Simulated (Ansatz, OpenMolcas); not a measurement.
**AsF3 (arsenic trifluoride): the energy, rung by rung**

AsF3: 4 atoms, total charge 0, spin state singlet. SMILES: `F[As](F)F`. The coordinates come from a PBE0-D4/def2-TZVP relaxation.

```xyz
4

F    -0.4459    0.3956    1.3626
As   -0.4620   -0.4572   -0.1256
F     1.2040   -0.8659   -0.1127
F    -0.2962    0.9276   -1.1243
```

Each level gives the energy change with the F1–As2 bond stretched from 1.715 to 1.973 Å (eV). The values are calculated.

```
                        level                    kind     program  value (eV)  CPU time (all runs)
    BLYP/cc-pVDZ (restricted)                     GGA  OpenMolcas        0.26                 28 s
   B3LYP/cc-pVDZ (restricted)           global hybrid  OpenMolcas        0.43                 25 s
   HSE06/cc-pVDZ (restricted)  range-separated hybrid      Ansatz        0.51                  9 s
  B2PLYP/cc-pVDZ (restricted)           double hybrid  OpenMolcas        0.48                 19 s
PBE-QIDH/cc-pVDZ (restricted)           double hybrid      Ansatz        0.61                 13 s
 RPA@PBE/cc-pVDZ (restricted)                     RPA      Ansatz        0.40                 11 s
RPA@PBE0/cc-pVDZ (restricted)                     RPA      Ansatz        0.47                 13 s
     MP2/cc-pVDZ (restricted)     perturbation theory  OpenMolcas        0.53                6.7 s
```

All-electron rows without a relativistic Hamiltonian named are non-relativistic. The first shape isn't each level's own minimum. The values span 0.26 to 0.61 eV. In the correlated wave-function rows the outer d shell of As is correlated, in sets not made for it. CPU times are rough (shared hosts, several kinds of processor): they show what a rung costs within a factor of a few.
